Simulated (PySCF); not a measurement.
F4HSTa, SMILES [F][Ta]([F])([F])([F])[SH], multiplicity 1.

Geometry: B3LYP-D3(BJ)/def2-SVP. The multiplicity is an assumed one; no other spin state was optimised. The structure was generated by enumeration; whether it is a known compound was not checked. The def2 effective core potentials stand for the cores of Ta; spin–orbit coupling is left out. The values are those of a single conformer.

Method: B3LYP-D3(BJ)/def2-SVP (PySCF 2.14.0).

Frequencies are harmonic and unscaled.

| mode | ν (cm⁻¹) | IR (km/mol) | Raman (Å⁴/amu) | depolarisation | moving atoms (share of kinetic energy) |
|---|---|---|---|---|---|
| 1 | 94 | 3.0 | 1.5 | 0.75 | F 73 %, S 25 % |
| 2 | 115 | 8.1 | 0.2 | 0.74 | F 98 % |
| 3 | 173 | 16.7 | 0.7 | 0.75 | F 69 %, Ta 21 %, S 10 % |
| 4 | 180 | 6.0 | 0.6 | 0.75 | F 52 %, S 31 %, Ta 15 % |
| 5 | 189 | 17.2 | 0.1 | 0.39 | F 76 %, Ta 16 % |
| 6 | 241 | 11.5 | 1.8 | 0.74 | F 90 % |
| 7 | 247 | 2.0 | 2.6 | 0.75 | F 89 %, H 11 % |
| 8 | 354 | 17.4 | 1.6 | 0.75 | H 85 %, F 12 % |
| 9 | 382 | 31.0 | 10.8 | 0.19 | S 79 %, Ta 16 % |
| 10 | 657 | 105.1 | 4.8 | 0.75 | F 47 %, H 45 % |
| 11 | 676 | 44.1 | 2.9 | 0.63 | F 87 %, H 9 % |
| 12 | 696 | 107.8 | 2.7 | 0.73 | F 47 %, H 39 %, Ta 12 % |
| 13 | 709 | 138.0 | 0.3 | 0.75 | F 85 %, Ta 15 % |
| 14 | 714 | 70.3 | 14.4 | 0.02 | F 97 % |
| 15 | 2673 | 4.3 | 117.9 | 0.28 | H 97 % |
